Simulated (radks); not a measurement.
Species: Au21+. Configuration: [Kr] 4d10 4f12.

Method: scalar-relativistic Kohn-Sham, LB94 model potential, spin-polarised, spherical densities, finite nucleus; open shells are filled with parallel spins first (spin-orbit coupling, left out, can overturn this in heavy ions); Fermi nuclear charge, rms radius 5.4371 fm; computed with a radial shooting solver on a logarithmic mesh with Libxc functionals.

Energy parts (eV):
| part | energy |
|---|---|
| kinetic | 574594.11 |
| electron-nucleus | -1243882.23 |
| Hartree | 166161.03 |
(The LB94 potential has no energy functional, so no total or exchange-correlation energy is given.)

Orbitals (lengths in bohr, moments of r in powers of bohr; r(max) is where P^2 peaks):
orbital,occ.,eigenvalue (eV),r(max),<r^4>
1s down,1,-81578.27,0.01041,4.223e-07
1s up,1,-81578.27,0.01041,4.223e-07
2s down,1,-14875.42,0.06011,0.00006176
2s up,1,-14875.36,0.06011,0.00006176
2p down,3,-12946.98,0.04975,0.00005004
2p up,3,-12946.93,0.04975,0.00005004
3s up,1,-3940.113,0.1695,0.002223
3s down,1,-3939.950,0.1695,0.002221
3p up,3,-3380.069,0.1688,0.002434
3p down,3,-3379.845,0.1688,0.002431
3d up,5,-2780.733,0.1373,0.001863
3d down,5,-2780.612,0.1373,0.001860
4s up,1,-1271.054,0.3807,0.04815
4s down,1,-1268.664,0.3808,0.04821
4p up,3,-1085.680,0.4001,0.06263
4p down,3,-1083.393,0.4001,0.06276
4d up,5,-862.9338,0.4057,0.08019
4d down,5,-860.7284,0.4058,0.08045
4f up,7,-615.0734,0.3623,0.1028
4f down,5,-613.0106,0.3623,0.1034

The highest occupied level is 4f down at -613.01 eV. The spin density at the nucleus is -3.05 e/bohr^3 (1s 0.02, 2s 0.82, 3s -10.69, 4s 6.80). For comparison, the ionisation energy in NIST's Atomic Spectra Database is 600 eV (theoretical). In exact Kohn-Sham theory the highest level is minus the ionisation energy, but local and semilocal functionals leave it too shallow, through self-interaction and a potential that decays too fast; potentials with the right tail come closer. The electron density at the nucleus is 2.301e+06 e/bohr^3 (large components only). The density falls to 0.001 e/bohr^3 at r = 1.45 bohr.
